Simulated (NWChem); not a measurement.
C₃H₃ClF₂; SMILES FC(F)/C=C/Cl

```xyz
9

F     -0.9604     2.2929    -0.3134
C     -0.0635     1.5587     0.3854
F      1.1522     1.7391    -0.1752
C     -0.4616     0.1187     0.3674
C      0.3595    -0.8369    -0.0615
Cl    -0.0586    -2.5020    -0.0900
H     -0.0277     1.9684     1.4122
H     -1.4658    -0.1119     0.7333
H      1.3661    -0.6219    -0.4273
```
Atoms are numbered in this order, from 1.

All runs use the structure optimised with PBE0/def2-SVP.

**Question.** Give the principal values of the shielding tensors (ppm) of F1, C2, F3, C4, C5 from BHandHLYP/pcSseg-1, GIAO (NWChem), with their diamagnetic and paramagnetic parts as GIAO splits them.

**Answer.** 
| atom | σ11 | σ22 | σ33 | isotropic | diamagnetic | paramagnetic |
|---|---|---|---|---|---|---|
| F1 | 213.4 | 348.6 | 386.0 | 316.0 | 475.4 | -159.4 |
| C2 | 58.2 | 71.5 | 90.4 | 73.4 | 238.2 | -164.9 |
| F3 | 241.3 | 365.0 | 411.0 | 339.1 | 475.4 | -136.3 |
| C4 | -67.2 | 80.4 | 131.7 | 48.3 | 257.5 | -209.2 |
| C5 | -72.5 | 60.4 | 134.3 | 40.8 | 254.3 | -213.5 |
